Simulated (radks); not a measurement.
Values are calculated unless marked as measured or tabulated.
Problem. The mean radii <r> (bohr) of the occupied orbitals of an atom or ion are listed with their occupations. Level of theory: Dirac Kohn-Sham, exchange-only PBE, spin-unpolarised, spherical densities, finite nucleus; Fermi nuclear charge, rms radius of each element as measured or else 0.836 A^(1/3) + 0.57 fm (a radial shooting solver on a logarithmic mesh with Libxc functionals).

orbital  occ.      <r>
1s1/2       2  0.03680

Name the element and its charge. Open shells, if any, fill j = l - 1/2 first.

Solution. Z = 40, zirconium, charge +38: Zr38+ in [He]. The 1s radius gives Z: for a bare nucleus <r> = (2 gamma + 1)/(2Z) with gamma = sqrt(1 - (Z/c)^2), 0.03641 bohr for Z = 40, and screening makes it slightly larger (0.03680 here). The occupations add up to 2, and the charge is Z minus that.
